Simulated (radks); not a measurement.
The numbers below are computed, except where a source is named.
Isoelectronic series with 6 electrons, each ion in its NIST ground configuration. Code: a radial shooting solver on a logarithmic mesh with Libxc functionals. Model: Dirac Kohn-Sham, BLYP, spin-unpolarised, spherical densities, finite nucleus; open shells fill j = l - 1/2 first; Fermi nuclear charge, rms radius of each element as measured or else 0.836 A^(1/3) + 0.57 fm. Total energies (hartree) and mean radii <r> (bohr):

[
 {"ion": "C", "configuration": "[He] 2s2 2p2", "E (hartree)": "-37.81804", "2p1/2": "1.802", "2s1/2": "1.572", "1s1/2": "0.2707"},
 {"ion": "N+", "configuration": "[He] 2s2 2p2", "E (hartree)": "-54.02066", "2p1/2": "1.275", "2s1/2": "1.246", "1s1/2": "0.2297"},
 {"ion": "O2+", "configuration": "[He] 2s2 2p2", "E (hartree)": "-73.24428", "2p1/2": "1.001", "2s1/2": "1.030", "1s1/2": "0.1993"},
 {"ion": "F3+", "configuration": "[He] 2s2 2p2", "E (hartree)": "-95.48691", "2p1/2": "0.8272", "2s1/2": "0.8775", "1s1/2": "0.1760"},
 {"ion": "Ne4+", "configuration": "[He] 2s2 2p2", "E (hartree)": "-120.75029", "2p1/2": "0.7061", "2s1/2": "0.7644", "1s1/2": "0.1576"},
 {"ion": "Mg6+", "configuration": "[He] 2s2 2p2", "E (hartree)": "-180.35376", "2p1/2": "0.5473", "2s1/2": "0.6078", "1s1/2": "0.1302"},
 {"ion": "Al7+", "configuration": "[He] 2s2 2p2", "E (hartree)": "-214.70345", "2p1/2": "0.4922", "2s1/2": "0.5513", "1s1/2": "0.1198"},
 {"ion": "Si8+", "configuration": "[He] 2s2 2p2", "E (hartree)": "-252.09273", "2p1/2": "0.4472", "2s1/2": "0.5044", "1s1/2": "0.1109"},
 {"ion": "P9+", "configuration": "[He] 2s2 2p2", "E (hartree)": "-292.52812", "2p1/2": "0.4098", "2s1/2": "0.4648", "1s1/2": "0.1032"},
 {"ion": "S10+", "configuration": "[He] 2s2 2p2", "E (hartree)": "-336.01675", "2p1/2": "0.3781", "2s1/2": "0.4309", "1s1/2": "0.09647"},
 {"ion": "Cl11+", "configuration": "[He] 2s2 2p2", "E (hartree)": "-382.56635", "2p1/2": "0.3510", "2s1/2": "0.4016", "1s1/2": "0.09057"},
 {"ion": "Ar12+", "configuration": "[He] 2s2 2p2", "E (hartree)": "-432.18528", "2p1/2": "0.3275", "2s1/2": "0.3760", "1s1/2": "0.08535"},
 {"ion": "K13+", "configuration": "[He] 2s2 2p2", "E (hartree)": "-484.88246", "2p1/2": "0.3069", "2s1/2": "0.3534", "1s1/2": "0.08068"},
 {"ion": "Ca14+", "configuration": "[He] 2s2 2p2", "E (hartree)": "-540.66739", "2p1/2": "0.2887", "2s1/2": "0.3334", "1s1/2": "0.07650"},
 {"ion": "Sc15+", "configuration": "[He] 2s2 2p2", "E (hartree)": "-599.55017", "2p1/2": "0.2725", "2s1/2": "0.3154", "1s1/2": "0.07271"}
]
